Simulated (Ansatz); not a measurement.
Gas-phase electronic energies from Ansatz, PBE0-D4/def2-TZVP geometries. CBS: MP2 limit from def2 TZ/QZ plus the TZ coupled-cluster correction, frozen cores. DFT in def2-TZVPP. B3LYP here is the variant with VWN-RPA as its local correlation; programs differ in this. One conformer a species, not always the lowest.

Reaction (redistribution): `[SiH3]NP` + `C[Si](N)(F)BO` → `C[Si](N)(F)P` + `OBN[SiH3]`

```json
{"level": "r2SCAN-D4", "ΔE (kJ/mol)": "-200.5", "difference from CCSD(T)/CBS": "-8.9"}
{"level": "PBE0-D4", "ΔE (kJ/mol)": "-193.7", "difference from CCSD(T)/CBS": "-2.1"}
{"level": "B3LYP-D4", "ΔE (kJ/mol)": "-188.4", "difference from CCSD(T)/CBS": "3.2"}
{"level": "PBE0", "ΔE (kJ/mol)": "-193.0", "difference from CCSD(T)/CBS": "-1.4"}
{"level": "B3LYP", "ΔE (kJ/mol)": "-187.1", "difference from CCSD(T)/CBS": "4.5"}
{"level": "MP2/def2-TZVPP", "ΔE (kJ/mol)": "-196.9", "difference from CCSD(T)/CBS": "-5.3"}
{"level": "CCSD(T)/def2-TZVPP", "ΔE (kJ/mol)": "-191.1", "difference from CCSD(T)/CBS": "0.5"}
{"level": "HF/def2-QZVPP", "ΔE (kJ/mol)": "-184.6", "difference from CCSD(T)/CBS": "7.0"}
{"level": "MP2/def2-QZVPP", "ΔE (kJ/mol)": "-196.9", "difference from CCSD(T)/CBS": "-5.3"}
{"level": "MP2/CBS(def2)", "ΔE (kJ/mol)": "-197.5", "difference from CCSD(T)/CBS": "-5.9"}
{"level": "CCSD(T)/CBS", "ΔE (kJ/mol)": "-191.6", "difference from CCSD(T)/CBS": "0"}
```

Largest T1 diagnostic among the species: 0.013.

In def2-TZVPP, CCSD(T) changes the Hartree–Fock value by −5.6 kJ/mol (the triples alone add −1.5 kJ/mol) and MP2 by −11.4 kJ/mol. From PBE to PBE0 (25 % exact exchange), in def2-TZVPP and without D4, ΔE moves by −3.1 kJ/mol.
